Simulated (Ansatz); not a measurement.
Job for Ansatz (an electronic-structure program): R-wB97M-V/def2-TZVPPD on ClH3O (a complex), monomers drawn apart or pushed together. Files ending in .json are basis or fitting sets from the Basis Set Exchange.

Ansatz 0.2 input:
```yaml
crystal:
  periodic: [false, false, false]
  atoms:
    - {symbol: O, position_ang: [0.21157495, 0.56181731, 0.17730787]}
    - {symbol: H, position_ang: [0.72367650, -0.15697846, -0.20989852]}
    - {symbol: H, position_ang: [-0.66149254, 0.51654990, -0.22834170]}
    - {symbol: Cl, position_ang: [0.08841373, 0.38973265, 3.13224875]}
    - {symbol: H, position_ang: [0.16425272, 0.51005999, 1.83574603]}
basis:
  gaussian:
    orbitals: def2-TZVPPD.json
hamiltonian:
  xc: {name: wB97M-V}
scf: {lower_state_search: off}
```

The head of its log:

```
WARN ansatz: RAYON_NUM_THREADS=1 ignored (pool sized by the plan → 1); use --threads N
Functional definition: wB97M-V
these checks for a lower state are left out or cut short: stability, starts, cluster_reference, orbital_swaps, neighbouring_geometries, increment
integrals: 0.06 GiB planned
688 factors; their error is unknown
integrals: 0.09 GiB planned
184 factors; integrals over basis functions are off by at most 5.1e-5 eV
mean field: 0.56 GiB planned
mean field evaluation 1: about -14616.1035 eV, gradient 4.1e1 eV
mean field evaluation 2: about -14616.0294 eV, gradient 4.4e1 eV
```

Problem. What total energy does the run end on?

Solution. -537.2353 hartree.
